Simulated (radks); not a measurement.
Fractional charge and spin in the 4s shell of selenium: the spin-up occupation runs from 0 to 1 and the spin-down occupation from 0 to 1; the fullest corner is Se2+, [Ar] 3d10 4p(up 1, down 1) 4s(up 1, down 1). Method: non-relativistic Kohn-Sham, TPSS, spin-polarised, spherical densities, point nucleus; meta-GGA in the generalised Kohn-Sham scheme; computed with a radial shooting solver on a logarithmic mesh with Libxc functionals. Energy (eV) minus the two flat planes that join the four corners (they meet along the diagonal where the two added fractions sum to one electron); zero is where a piecewise linear energy would lie.

\begin{tabular}{lrrrrr}
down \ up & 0 & 0.25 & 0.5 & 0.75 & 1 \\ \hline
0 & 0.000 & -1.117 & -1.493 & -1.121 & 0.000 \\
0.25 & -1.117 & -1.366 & -0.882 & 0.339 & -1.051 \\
0.5 & -1.493 & -0.882 & 0.451 & -0.839 & -1.402 \\
0.75 & -1.121 & 0.339 & -0.839 & -1.302 & -1.052 \\
1 & 0.000 & -1.051 & -1.402 & -1.052 & 0.000 \\
\end{tabular}

Corners above the fullest one (they belong to Se3+ and the next ion): (up 1, down 0) 42.720 eV, (up 0, down 1) 42.720 eV, (up 0, down 0) 98.833 eV. With half an added electron in each spin the energy lies 0.451 eV from the planes, and with half an added electron in spin up alone -1.493 eV. The planes are only a guide here: the flat-plane condition holds for ground states with one frontier orbital, while this shell lies below other occupied shells, so the corners above the fullest one are inner-hole states and not the ground states of those ions.
